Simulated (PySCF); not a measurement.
**Worked example: oscillator strength and radiative lifetime**

CH10N2Si2, SMILES NC[SiH2]N[SiH3].

Geometry optimised at B3LYP-D3(BJ)/def2-SVP. This is a generated structure with no PubChem entry under its InChIKey; it may be hypothetical. One conformer was computed; it need not be the lowest.

TDDFT-PBE/def2-SVPD (PySCF 2.14.0) puts the first singlet state with f over 0.02 at 6.20 eV (vertical), with the transition dipole (0.359, -0.186, 0.022) in atomic units.

### Question
Find the oscillator strength, the wavelength and the radiative lifetime that this transition would have in vacuum if emission retraced absorption.

### Answer

|μ|² = 0.1640 au, so |μ| = 1.03 D. ΔE = 6.20/27.211 = 0.2278 hartree. f = (2/3) ΔE |μ|² = 0.025 (the program prints 0.025).
λ = 1239.84/6.20 = 200 nm; ν = 50006 cm⁻¹.
Einstein's coefficient A = 0.6670 ν² f s⁻¹ (ν in cm⁻¹) = 4.2e7 s⁻¹, so τ = 1/A = 24 ns. This state is S6; the lower singlets have f = 0.008, 0.007, 0.005, 0.005, 0.012. The figure is the radiative limit of this one transition; relaxation, internal conversion, crossing to triplets and a medium change what is measured.
